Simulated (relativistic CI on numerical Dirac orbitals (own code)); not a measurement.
Ligand-field terms of d8

Computed with a parametric ligand-field model of a d^n configuration (Racah B and C, spin-orbit zeta, crystal field), exact diagonalisation.

Field parameters in Wybourne normalisation: Oh B⁴₀ = 21Dq, B⁴₄ = √(5/14) B⁴₀; Td as Oh with Dq negative (B⁴₀ = 21Dq, B⁴₄ = √(5/14) B⁴₀). The field is a parameter set, without covalency.

(1) Lowest levels for B = 860, C = 4370, ζ = 220 cm⁻¹, Oh, 10Dq = 39350 cm⁻¹?

(2) Lowest levels for B = 710, C = 3350, ζ = 260 cm⁻¹, Td, 10Dq = -8100 cm⁻¹?

(3) Lowest levels for B = 450, C = 1870, ζ = 400 cm⁻¹, Oh, 10Dq = 35600 cm⁻¹?

(4) Lowest levels for B = 310, C = 1110, ζ = 2600 cm⁻¹, Td, 10Dq = -10750 cm⁻¹?

(5) Lowest levels for B = 740, C = 2640, ζ = 190 cm⁻¹, Oh, 10Dq = 3950 cm⁻¹?

## Answers

(1) T2 0 (S 1.00), E 15507 (S 0.00), A1 28690 (S 0.00), E 39294 (S 1.00), T1 39295 (S 1.00), T2 39407 (S 1.00), A2 39463 (S 1.00), T2 48835 (S 1.00), E 48840 (S 1.00) cm⁻¹, with S from ⟨S²⟩ = S(S + 1). The ground level has 2.00 electrons in the cubic e pair.

(2) A1 0 (S 1.00), T1 176 (S 1.00), E 519 (S 1.00), T2 537 (S 1.00), T1 7441 (S 1.00), E 7454 (S 1.00), T2 7529 (S 1.00), A2 7629 (S 1.00), T2 11758 (S 0.02) cm⁻¹, with S from ⟨S²⟩ = S(S + 1). The ground level has 3.93 electrons in the cubic e pair.

(3) T2 0 (S 1.00), E 7303 (S 0.00), A1 14060 (S 0.00), E 35488 (S 1.00), T1 35495 (S 1.00), T2 35701 (S 1.00), A2 35813 (S 1.00), T2 40704 (S 0.99), E 40740 (S 1.00) cm⁻¹, with S from ⟨S²⟩ = S(S + 1). The ground level has 2.00 electrons in the cubic e pair.

(4) A1 0 (S 0.97), T1 1599 (S 0.99), E 2972 (S 0.89), T2 3874 (S 0.86), T2 6695 (S 0.51), E 7773 (S 0.41), A1 12476 (S 0.37), T1 13688 (S 0.98), E 14176 (S 0.99) cm⁻¹, with S from ⟨S²⟩ = S(S + 1). The ground level has 3.96 electrons in the cubic e pair.

(5) T2 0 (S 1.00), E 3884 (S 1.00), T1 3910 (S 1.00), T2 4020 (S 1.00), A2 4065 (S 1.00), A1 6578 (S 1.00), T1 6728 (S 1.00), T2 6997 (S 1.00), E 7002 (S 1.00) cm⁻¹, with S from ⟨S²⟩ = S(S + 1). The ground level has 2.00 electrons in the cubic e pair.
